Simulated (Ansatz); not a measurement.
H10Si4, charge +1, doublet, at a GFN2-xTB geometry (a state made from the parent by changing its charge; the spin is typed, not shown lowest); CCSD(T)/STO-3G (Ansatz, a quantum-chemistry and plane-wave program).

Input for Ansatz:
Ansatz 0.2 input:
```yaml
crystal:
  periodic: [false, false, false]
  atoms:
    - {symbol: Si, position_ang: [0.19794098, 2.03259613, -0.87096972]}
    - {symbol: Si, position_ang: [-0.10120428, 0.03689135, 0.55968342]}
    - {symbol: Si, position_ang: [2.04771067, -0.95461304, -0.07390705]}
    - {symbol: Si, position_ang: [-2.16100942, -1.11891038, 0.43637692]}
    - {symbol: H, position_ang: [1.45559247, 2.69851147, -0.55815478]}
    - {symbol: H, position_ang: [0.14470328, 1.51238872, -2.23199509]}
    - {symbol: H, position_ang: [-0.97449804, 2.81772747, -0.50889842]}
    - {symbol: H, position_ang: [0.12176860, 0.52041957, 1.93560242]}
    - {symbol: H, position_ang: [3.15207394, -0.06333440, 0.26321671]}
    - {symbol: H, position_ang: [1.95233412, -1.20544493, -1.50866588]}
    - {symbol: H, position_ang: [2.05588625, -2.18360865, 0.71076230]}
    - {symbol: H, position_ang: [-2.10009483, -2.29464454, 1.30351681]}
    - {symbol: H, position_ang: [-3.24313740, -0.22101734, 0.83883959]}
    - {symbol: H, position_ang: [-2.33275983, -1.52449428, -0.96079360]}
basis:
  gaussian:
    orbitals: STO-3G
total_charge: 1
magnetization: {spin_polarized: true, initial_magnetization: 1}
correlation: {method: ccsd_t, electrons: outside_noble_gas}
accuracy: high
```

It wrote (shortened):

```
Functional definition: HF
931 factors; integrals over basis functions are off by at most 3.8e-9 eV
mean field evaluation 1: about -31238.5070 eV, gradient 9.4e0 eV
mean field evaluation 2: about -31238.5014 eV, gradient 9.3e0 eV
mean field evaluation 4: about -31239.4336 eV, gradient 7.1e-1 eV
mean field evaluation 8: about -31239.4449 eV, gradient 9.4e-3 eV
mean field evaluation 16: about -31239.4650 eV, gradient 2.9e-1 eV
mean field evaluation 32: about -31239.4449 eV, gradient 3.6e-6 eV
mean field evaluation 64: about -31236.7772 eV, gradient 8.2e-1 eV
mean field evaluation 96: about -31236.5459 eV, gradient 3.2e0 eV
mean field -31239.44492377 eV, -1148.0284260923 hartree, gradient 6.3e-8 eV, S^2 0.766873; 5 other end points of the search recorded, 0 dependent functions left out
determinant -31239.44492377 eV, -1148.0284260923 hartree, with singles and doubles -31245.56127593 eV, -1148.2531978883 hartree
determinant -31237.92534101 eV, -1147.9725824560 hartree, with singles and doubles -31244.22286334 eV, -1148.2040121329 hartree
determinant -31236.79669838 eV, -1147.9311056041 hartree, with singles and doubles -31243.06597733 eV, -1148.1614973562 hartree
20 core orbitals not correlated
reference -31239.44492377 eV, -1148.0284260923 hartree; 13, 12 occupied and 13, 14 virtual orbitals, 931 factors
second order -4.18869788 eV of doubles, -0.00000000 eV of singles
cycle   1  -6.11602423 eV  change    3.3e-4 eV  update   6.6e-4
cycle   2  -6.11563689 eV  change    3.9e-4 eV  update   5.2e-4
cycle   3  -6.11562573 eV  change    1.1e-5 eV  update   2.8e-4
cycle   4  -6.11582436 eV  change   -2.0e-4 eV  update   1.8e-4
cycle   5  -6.11588799 eV  change   -6.4e-5 eV  update   7.9e-5
cycle   6  -6.11588601 eV  change    2.0e-6 eV  update   4.7e-5
cycle   7  -6.11584600 eV  change    4.0e-5 eV  update   2.4e-5
cycle   8  -6.11582223 eV  change    2.4e-5 eV  update   1.3e-5
cycle   9  -6.11582672 eV  change   -4.5e-6 eV  update   6.8e-6
cycle  10  -6.11583658 eV  change   -9.9e-6 eV  update   2.6e-6
cycle  11  -6.11583916 eV  change   -2.6e-6 eV  update   9.1e-7
cycle  12  -6.11583849 eV  change    6.7e-7 eV  update   3.6e-7
cycle  13  -6.11583803 eV  change    4.7e-7 eV  update   1.6e-7
cycle  14  -6.11583801 eV  change    1.9e-8 eV  update   7.1e-8
cycle  15  -6.11583804 eV  change   -3.4e-8 eV  update   3.8e-8
cycle  16  -6.11583806 eV  change   -1.5e-8 eV  update   2.7e-8
cycle  17  -6.11583691 eV  change    1.2e-6 eV  update   1.5e-7
cycle  18  -6.11583647 eV  change    4.4e-7 eV  update   4.8e-8
cycle  19  -6.11583638 eV  change    8.4e-8 eV  update   1.5e-8
cycle  20  -6.11583638 eV  change    4.9e-9 eV  update   8.0e-9
cycle  21  -6.11583639 eV  change   -7.5e-9 eV  update   5.3e-9
cycle  22  -6.11583639 eV  change   -4.0e-9 eV  update   3.2e-9
cycle  23  -6.11583639 eV  change   8.8e-10 eV  update   1.9e-9
perturbative correction -0.06577063 eV, -0.0024170262 hartree
Total energy: -31245.62653080 eV, -1148.2555959604 hartree
```
